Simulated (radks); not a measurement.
The numbers below are computed, except where a source is named.
All-electron atom: Si3+ in [He] 2p6 3s1 3d2 (not the ground configuration).

Level of theory: scalar-relativistic Kohn-Sham, LDA (Slater exchange, Perdew-Zunger correlation), spin-polarised, spherical densities, point nucleus; open shells are filled with parallel spins first (a radial shooting solver on a logarithmic mesh with Libxc functionals).

Energy parts (Ry):
| part | energy |
|---|---|
| total | -548.26084 |
| kinetic | 549.28025 |
| electron-nucleus | -1262.55245 |
| Hartree | 198.97440 |
| exchange-correlation | -33.96303 |

Orbitals (lengths in bohr, moments of r in powers of bohr):
\begin{tabular}{lrrrr}
orbital & occ. & eigenvalue (Ry) & <r^2> & <r> \\ \hline
1s up & 1 & -137.9480 & 0.01672 & 0.1114 \\
1s down & 1 & -137.9274 & 0.01672 & 0.1114 \\
2p up & 3 & -12.78622 & 0.3084 & 0.4983 \\
2p down & 3 & -12.72066 & 0.3040 & 0.4952 \\
3s up & 1 & -3.74463 & 2.997 & 1.621 \\
3s down & 0 & -3.35059 & 3.075 & 1.637 \\
3d up & 2 & -2.04798 & 4.092 & 1.865 \\
3d down & 0 & -1.70026 & 4.694 & 1.978 \\
\end{tabular}

The highest occupied level is 3d up at -27.864 eV. The configuration is held as typed, so some empty levels lie below it. Summed over all electrons, <r^2> = 13.05 bohr^2, which gives a Langevin (diamagnetic) susceptibility term of -10.3 x 10^-6 cm^3/mol.
